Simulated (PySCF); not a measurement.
TlCl, SMILES [Cl][Tl].

Geometry optimised at B3LYP-D3(BJ)/def2-TZVP. The def2 effective core potentials stand for the cores of Tl; spin–orbit coupling is left out.

These are CAM-B3LYP/def2-TZVPD in PySCF values and carry that method's errors.

Gas-phase values at a fixed geometry.

```json
{
  "total_energy": "-632.78914 hartree",
  "point_group": "C∞v",
  "highest_occupied_level": "-8.76 eV",
  "lowest_empty_level": "-1.12 eV",
  "orbital_gap": "7.64 eV",
  "dipole_moment": "4.90 D",
  "quadrupole, principal values (traceless, Buckingham form, about the centre of nuclear charge)": "-11.46, 5.73, 5.73 D·Å",
  "mean_static_polarisability": "54.4 bohr³ (8.07 Å³)",
  "polarisability_principal_values": "43.4, 43.4, 76.5 bohr³"
}
```
